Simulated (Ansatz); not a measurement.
Frontier orbitals of CH$_{7}$AlSn (`[CH3][SnH2][AlH2]`).

Z-matrix (Å, degrees):
```
C
Sn 1 2.152
H 1 1.090 2 110.0
H 1 1.090 2 109.7 3 -120.0
H 1 1.090 2 110.0 3 120.0
Al 2 2.662 1 114.5 3 -59.2
H 2 1.718 1 107.4 3 176.9
H 2 1.719 1 107.3 3 64.0
H 6 1.590 2 120.7 1 -175.7
H 6 1.591 2 120.9 1 4.4
```

The species carries charge 0 and has multiplicity 1. Correlated methods include outer-core shells of Sn, which these sets cover unevenly. Sn takes the def2 core potential. The structure was optimised at the PBE0-D4/def2-TZVP level. Basis def2-TZVPP, Ansatz 0.2.0.

```json
{"functional": "PBE", "HOMO (eV)": "-6.15", "LUMO (eV)": "-2.87", "gap (eV)": "3.28"}
{"functional": "BLYP", "HOMO (eV)": "-6.01", "LUMO (eV)": "-2.75", "gap (eV)": "3.26"}
{"functional": "r2SCAN", "HOMO (eV)": "-6.39", "LUMO (eV)": "-2.62", "gap (eV)": "3.77"}
{"functional": "B97M-V", "HOMO (eV)": "-6.48", "LUMO (eV)": "-2.83", "gap (eV)": "3.65"}
{"functional": "PBE0", "HOMO (eV)": "-7.16", "LUMO (eV)": "-2.13", "gap (eV)": "5.03"}
{"functional": "r2SCANh", "HOMO (eV)": "-6.75", "LUMO (eV)": "-2.37", "gap (eV)": "4.38"}
{"functional": "HSE06 (plane-wave form)", "HOMO (eV)": "-6.77", "LUMO (eV)": "-2.50", "gap (eV)": "4.27"}
{"functional": "CAM-B3LYP", "HOMO (eV)": "-8.37", "LUMO (eV)": "-1.19", "gap (eV)": "7.18"}
{"functional": "ωB97X-V", "HOMO (eV)": "-9.32", "LUMO (eV)": "-0.25", "gap (eV)": "9.07"}
{"functional": "ωB97M-V", "HOMO (eV)": "-9.11", "LUMO (eV)": "-0.52", "gap (eV)": "8.59"}
{"functional": "HF", "HOMO (eV)": "-9.46", "LUMO (eV)": "0.54", "gap (eV)": "10.00"}
```

Against PBE, PBE0 changes HOMO and LUMO by −1.00 and +0.74 eV, ωB97M-V by −2.96 and +2.36 eV. A gap of 3.28 eV thus becomes 8.59 eV for the same molecule, so an orbital gap means little without its functional.
